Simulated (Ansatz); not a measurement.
`CO[SiH2]S` + H₂ → `[SiH3]S` + CH₃OH at 400 K and 1 bar (hydrogenolysis of the Si–O bond).

Computed with Ansatz on PBE0-D4/def2-TZVP structures; ΔE is electronic, products minus reactants. CCSD(T)/CBS is the MP2 limit (def2-TZVPP, def2-QZVPP) plus CCSD(T) − MP2 in def2-TZVPP, frozen cores. This one scheme is used for every species. One conformer a species, not always the lowest.

```csv
species,CCSD(T)/CBS energy (Eh),H − E (kJ/mol),S (J/(mol·K))
`CO[SiH2]S`,-803.74459,213.3,377.9
H₂,-1.17544,38.0,139.0
`[SiH3]S`,-689.27336,109.8,293.0
CH₃OH,-115.61712,151.2,252.6
```

H − E and S are ideal-gas, rigid-rotor, harmonic terms from PBE0-D4/def2-TZVP, for one conformer and one mirror image of each species. The MP2-based limit puts H₂ 0.8 mEh under its directly extrapolated value; such offsets cancel only in part. 1 Eh = 2625.50 kJ/mol, R = 8.31446 J/(mol·K).

Problem. By hand: ΔE, ΔH, ΔS and ΔG.

Solution. ΔE = (-689.27336) + (-115.61712) − (-803.74459) − (-1.17544) = 0.02955 Eh = 77.6 kJ/mol. Δ(H − E) = 109.8 + 151.2 − 213.3 − 38.0 = 9.7, so ΔH = 87.3 kJ/mol. ΔS = 293.0 + 252.6 − 377.9 − 139.0 = 28.7 J/(mol·K). ΔG = 87.3 − 400 × (28.7)/1000 = 75.8 kJ/mol.

Problem. By hand: the equilibrium constant, and the temperature at which ΔG would vanish if ΔH and ΔS stayed fixed.

Solution. log₁₀ K = −ΔG/(RT ln 10) = -9.9. ΔG = 0 at ΔH/ΔS = 3042 K, far beyond where these terms or the molecules hold.

ΔH outweighs TΔS. A doubt of 5 kJ/mol in ΔE shifts log₁₀ K by 0.7 here. Other conformers and mirror images would add mixing entropy, several J/(mol·K) or more a flexible species. Modes under 60 cm⁻¹, often nearly free rotors, make the harmonic entropy too high. These are equilibria of isolated gas molecules and say nothing of rates. Largest T1 diagnostic: 0.011 (customary marks: 0.02 for closed shells, 0.045 for open ones).
